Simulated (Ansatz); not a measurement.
Ideal-gas functions of ClH4PSi2Te, SMILES `[SiH3][Si]1(Cl)P[Te]1` at 298.15 K and 1 bar, from an Ansatz frequency run at PBE0-D4/def2-TZVP.

Molar mass 254.23 g/mol, point group C1 (symmetry number 1), electronic degeneracy 1, moments of inertia 373.079, 733.898, 814.966 u Å². Harmonic wavenumbers (cm⁻¹, unscaled): 70, 93, 109, 125, 143, 271, 300, 380, 501, 516, 532, 600, 671, 719, 859, 925, 934, 2224, 2239, 2246, 2360.

Use S(trans) = R[1.5 ln M + 2.5 ln T − 1.1517]; rotational temperatures θ = 24.2544 K / I; S(rot) = R[ln(√π/σ · √(T³/θAθBθC)) + 1.5]; for each mode x = 1.438777 ν̃/T, S = R[x/(eˣ − 1) − ln(1 − e⁻ˣ)] and H = RT x/(eˣ − 1); 1 cm⁻¹ = 0.0119627 kJ/mol; R = 8.31446 J/(mol·K).

Task: By hand: the entropy, in J/(mol·K).

Result: Translation 177.9. Rotation: θ = 0.065, 0.033, 0.0298 K, giving 128.4. Vibration, mode by mode: 17.38, 15.05, 13.75, 12.64, 11.56, 6.65, 5.93, 4.35, 2.74, 2.59, 2.44, 1.88, 1.43, 1.19, 0.69, 0.53, 0.51, 0.00, 0.00, 0.00, 0.00, in all 101.3. Electronic 0.0. Sum 407.6 J/(mol·K).

Task: By hand: H − E and G − E in kJ/mol, counted from the electronic energy.

Result: Zero-point energy ½ × 16817 × 0.0119627 = 100.6; thermal vibration 15.7; translation, rotation and pV give 4 RT = 9.9. H − E = 126.2 kJ/mol, and G − E = 126.2 − 298.15 × 407.6/1000 = 4.7 kJ/mol.

Vibration gives 25 % of the entropy, 70.4 J/(mol·K) of it from the modes under 150 cm⁻¹: soft modes count most, and the harmonic formula is weakest for them. The sum counts one conformer and one mirror image; others add a mixing term.
